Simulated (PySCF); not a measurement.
ClCs, charge -1, doublet, at the geometry of the source list (a state made from the parent by changing its charge; the spin is typed, not shown lowest) (core potentials on Cs) (in this run its highest filled SCF level lies above zero, so its values depend strongly on the basis, on diffuse functions most of all), atoms displaced at random by about 0.08 Å a coordinate; PBE/def2-TZVP, gradient by finite differences (PySCF).

The PySCF input:
```python
from pyscf import gto, scf, dft

mol = gto.M(
    atom='''
Cs   -0.98658150   -0.63595277   -0.84635874
Cl    0.97007811    0.91757938    0.94279300
''',
    basis='def2-tzvp',
    ecp={'Cs': 'def2-tzvp'},
    charge=-1,
    spin=1,
    verbose=4,
)

mf = dft.UKS(mol)
mf.xc = 'pbe'
mf.conv_tol = 1e-11
mf.kernel()
scan, done = mf.as_scanner(), []
scan.scf_summary = {}
def energy(d):
    c = mol.atom_coords()
    c[0, 2] += d
    e = scan(mol.set_geom_(c, unit='Bohr', inplace=False))
    done.append(scan.converged)
    return e
h = 0.01
fd = (energy(h) - energy(-h)) / (2 * h)
print('dE/dx =', fd)
```

The log (banner, timings and long lists left out):

```
PySCF version 2.14.0

[INPUT] verbose = 4
[INPUT] num. atoms = 2
[INPUT] num. electrons = 27
[INPUT] charge = -1
[INPUT] spin (= nelec alpha-beta = 2S) = 1
[INPUT] symmetry False subgroup None
[INPUT] Mole.unit = angstrom
[INPUT] Symbol           X                Y                Z      unit          X                Y                Z       unit  Magmom
[...]
nuclear repulsion = 26.3473282400212
number of shells = 24
number of NR pGTOs = 103
number of NR cGTOs = 66
basis = def2-tzvp
ecp = {'Cs': 'def2-tzvp'}

******** <class 'pyscf.dft.uks.UKS'> ********
method = UKS
initial guess = minao
damping factor = 0
level_shift factor = 0
DIIS = <class 'pyscf.scf.diis.CDIIS'>
diis_start_cycle = 1
diis_space = 8
diis_damp = 0
SCF conv_tol = 1e-11
SCF conv_tol_grad = None
SCF max_cycles = 50
direct_scf = True
direct_scf_tol = 1e-13
number electrons alpha = 14  beta = 13
XC library pyscf.dft.libxc version 7.1.2
    S. Lehtola, C. Steigemann, M. J. T. Oliveira, and M. A. L. Marques,  SoftwareX 7, 1–5 (2018)
XC functionals = pbe
    J. P. Perdew, K. Burke, and M. Ernzerhof,  Phys. Rev. Lett. 77, 3865 (1996)
    J. P. Perdew, K. Burke, and M. Ernzerhof,  Phys. Rev. Lett. 78, 1396 (1997)
    J. P. Perdew, K. Burke, and M. Ernzerhof,  Phys. Rev. Lett. 77, 3865 (1996)
    J. P. Perdew, K. Burke, and M. Ernzerhof,  Phys. Rev. Lett. 78, 1396 (1997)
radial grids:
    Treutler-Ahlrichs [JCP 102, 346 (1995); DOI:10.1063/1.469408] (M4) radial grids

becke partition: Becke, JCP 88, 2547 (1988); DOI:10.1063/1.454033
pruning grids: <function nwchem_prune>
grids dens level: 3
symmetrized grids: False
atomic radii adjust function: <function treutler_atomic_radii_adjust>
small_rho_cutoff = 0
Set gradient conv threshold to 3.16228e-06
tot grids = 42592
init E= -476.872299382322

cycle= 1 E= -480.146216248085  delta_E= -3.27  |g|= 0.367  |ddm|= 2.26
cycle= 2 E= -477.685047088592  delta_E= 2.46  |g|= 1.41  |ddm|= 3.52
cycle= 3 E= -480.252030981197  delta_E= -2.57  |g|= 0.18  |ddm|= 2.31
cycle= 4 E= -480.280128551045  delta_E= -0.0281  |g|= 0.0811  |ddm|= 0.639
cycle= 5 E= -480.283857025749  delta_E= -0.00373  |g|= 0.0246  |ddm|= 0.278
cycle= 6 E= -480.284306686139  delta_E= -0.00045  |g|= 0.00688  |ddm|= 0.0582
cycle= 7 E= -480.284350838861  delta_E= -4.42e-05  |g|= 0.00184  |ddm|= 0.027
cycle= 8 E= -480.284353831052  delta_E= -2.99e-06  |g|= 0.000447  |ddm|= 0.00607
cycle= 9 E= -480.284354004323  delta_E= -1.73e-07  |g|= 5.85e-05  |ddm|= 0.00215
[...]
converged SCF energy = -480.284354008496  <S^2> = 0.75005894  2S+1 = 2.0000589
[...]
converged SCF energy = -480.284352881339  <S^2> = 0.75005884  2S+1 = 2.0000588

WARN: Mole.unit (angstrom) is changed to Bohr

New geometry
   1 Cs    -0.986581500000  -0.635952770000  -0.851650512109 AA   -1.864368834563  -1.201776563459  -1.609386221732 Bohr
   2 Cl     0.970078110000   0.917579380000   0.942793000000 AA    1.833181947336   1.733973725748   1.781620562157 Bohr

******** <class 'pyscf.scf.hf.UKS_Scanner'> ********
method = UKS_Scanner
initial guess = minao
damping factor = 0
level_shift factor = 0
DIIS = <class 'pyscf.scf.diis.CDIIS'>
diis_start_cycle = 1
diis_space = 8
diis_damp = 0
SCF conv_tol = 1e-11
SCF conv_tol_grad = None
SCF max_cycles = 50
direct_scf = True
direct_scf_tol = 1e-13
number electrons alpha = 14  beta = 13
XC library pyscf.dft.libxc version 7.1.2
    S. Lehtola, C. Steigemann, M. J. T. Oliveira, and M. A. L. Marques,  SoftwareX 7, 1–5 (2018)
XC functionals = pbe
    J. P. Perdew, K. Burke, and M. Ernzerhof,  Phys. Rev. Lett. 77, 3865 (1996)
    J. P. Perdew, K. Burke, and M. Ernzerhof,  Phys. Rev. Lett. 78, 1396 (1997)
    J. P. Perdew, K. Burke, and M. Ernzerhof,  Phys. Rev. Lett. 77, 3865 (1996)
    J. P. Perdew, K. Burke, and M. Ernzerhof,  Phys. Rev. Lett. 78, 1396 (1997)
radial grids:
    Treutler-Ahlrichs [JCP 102, 346 (1995); DOI:10.1063/1.469408] (M4) radial grids

becke partition: Becke, JCP 88, 2547 (1988); DOI:10.1063/1.454033
pruning grids: <function nwchem_prune>
grids dens level: 3
symmetrized grids: False
atomic radii adjust function: <function treutler_atomic_radii_adjust>
small_rho_cutoff = 0
Set gradient conv threshold to 3.16228e-06
tot grids = 42592
init E= -480.284121904889
cycle= 1 E= -480.284353847987  delta_E= -0.000232  |g|= 0.000635  |ddm|= 0.00536
cycle= 2 E= -480.284353702604  delta_E= 1.45e-07  |g|= 0.00081  |ddm|= 0.0037
cycle= 3 E= -480.284354166313  delta_E= -4.64e-07  |g|= 0.000101  |ddm|= 0.00148
cycle= 4 E= -480.284354170404  delta_E= -4.09e-09  |g|= 2.14e-05  |ddm|= 0.000139
cycle= 5 E= -480.284354170706  delta_E= -3.01e-10  |g|= 7.07e-06  |ddm|= 4.98e-05
cycle= 6 E= -480.284354170744  delta_E= -3.88e-11  |g|= 1.78e-06  |ddm|= 3.79e-05
cycle= 7 E= -480.284354170749  delta_E= -4.43e-12  |g|= 3.42e-07  |ddm|= 1.26e-05
Extra cycle  E= -480.284354170749  delta_E= -1.14e-13  |g|= 4.49e-07  |ddm|= 2.84e-06
converged SCF energy = -480.284354170749  <S^2> = 0.75005905  2S+1 = 2.0000591
dE/dx = 6.447050395763654e-05
```
